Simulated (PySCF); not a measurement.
Frontier orbitals and the lowest excitations

Species: ZrI₄ (singlet state).
Cartesian coordinates in Å at the PBE0-D3(BJ)/def2-SVP level; atoms count from 1:
```xyz
5
ZrI4 angstrom
Zr     0.0161   -0.0177   -0.0157
I     -0.0291   -0.0498    2.6603
I      2.5567   -0.0573   -0.8631
I     -1.2037    2.1935   -0.9048
I     -1.2653   -2.1792   -0.9388
```

Computed, not measured: TDDFT B3LYP/def2-SVPD, vertical, gas phase, core orbitals frozen in the response, def2 core potentials past Kr in PySCF. Spin–orbit coupling is left out.

Frontier orbitals with the atoms that hold most of them (Löwdin shares over 4%, at most four atoms):

```tsv
orbital	ε (eV)	atoms
LUMO+2	-2.58	Zr1 62%, I3 10%, I4 10%, I5 9%
LUMO+1	-3.18	Zr1 70%, I2 8%, I5 8%, I4 8%
LUMO	-3.18	Zr1 70%, I5 8%, I3 8%, I4 8%
HOMO	-7.64	I2 36%, I5 36%, I3 26%
HOMO-1	-7.65	I4 35%, I5 28%, I2 25%, I3 12%
HOMO-2	-7.65	I3 37%, I4 37%, I2 14%, I5 11%
HOMO-3	-8.37	I4 31%, I3 30%, I5 15%, Zr1 13%
```

Within 0.005 eV of a neighbour in this list lie HOMO-2/HOMO-1/HOMO and LUMO/LUMO+1 (point group found: Td); within a degenerate set the shares of single atoms can hang on how the components are chosen.

(1) How does S1 compare with the orbital gap of 4.46 eV?

## Answers

(1) S1 is at 3.51 eV (f = 0.0000), 0.95 eV below the gap, made of HOMO-2/HOMO-1/HOMO→LUMO/LUMO+1 (≥84%). S1/S2/S3 lie within about 0.01 eV of each other. Without the coupling terms of the response equations the lowest excitation would equal the gap.

For S1 the Löwdin share of zirconium is at most 4% in HOMO and 70% in LUMO (ligand-to-metal charge transfer by this measure).

Next come S2 at 3.51 eV (f 0.0000), HOMO-2/HOMO-1/HOMO→LUMO/LUMO+1 (≥82%); S3 at 3.51 eV (f 0.0000), HOMO-2/HOMO-1/HOMO→LUMO/LUMO+1 (≥85%); S4 at 3.69 eV (f 0.028), HOMO-2/HOMO-1/HOMO→LUMO/LUMO+1 (≥74%); S5 at 3.69 eV (f 0.029), HOMO-2/HOMO-1/HOMO→LUMO/LUMO+1 (≥79%).

Orbitals of the list HOMO-3 to LUMO+2 that lie within 0.01 eV of each other are written together with a slash and their weights summed (≥ marks a lower bound); for degenerate orbitals outside that list single weights are arbitrary.
